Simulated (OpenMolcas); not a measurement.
## Xe VI: the spin-orbit constant, worked from levels

- Program: OpenMolcas 26.06
- Basis: ANO-RCC-VQZP [8s7p5d3f2g]
- Scalar Hamiltonian: DKH2, point nucleus
- Active space: 3 electrons in 8 orbitals (5s 5p 6s 6p)
- State averaging: 2S+1 = 4 odd, 1 root; 2S+1 = 2 odd, 11 roots; 2S+1 = 4 even, 3 roots; 2S+1 = 2 even, 9 roots
- Spin-orbit coupling: RASSI with atomic mean-field integrals over the reference wave functions, term energies averaged over their components

Methods: CASSCF; MS-CASPT2, IPEA 0.25 Eh, imaginary shift 0.1 Eh (closed shells correlated: 4d). Measured levels: Saloman, J. Phys. Chem. Ref. Data 33, 765 (2004).

**The spin-orbit constant.** For the Hund term ²P° of p1, E(J) = (A/2) J(J+1) + constant and ζ = 2S·A = A. From J = 1/2 to J = 3/2 the energy changes by 1.5 A.

```json
{"Source": "CASSCF", "E(3/2) - E(1/2)": "13417.4", "A": "8944.9", "ζ": "8945"}
{"Source": "MS-CASPT2", "E(3/2) - E(1/2)": "13563.3", "A": "9042.2", "ζ": "9042"}
{"Source": "measured", "E(3/2) - E(1/2)": "15599.0", "A": "10399.3", "ζ": "10399"}
```

All in cm-1. MS-CASPT2 is off by -13.1 % and CASSCF by -14.0 %. Both methods take the spin-orbit matrix elements from the reference wave functions, so the second can move ζ only through the term energies and any multistate remixing.

Over all roots computed the reference weight is 0.86 to 0.95 in MS-CASPT2; the roots of lowest weight are the least certain, and an intruder state may touch them. Active for correlation alone: 6p 6s; no level in the range computed is led by a configuration that fills them, so any true level of that kind is missing. Computed and measured levels are paired by configuration, term and J; levels that our copy of the source lacks, or whose pairing is in doubt (as where it misses far off the trend of its configuration), stay unpaired and out of the deviations. Levels of configurations outside the active space are missing.

° marks odd parity.
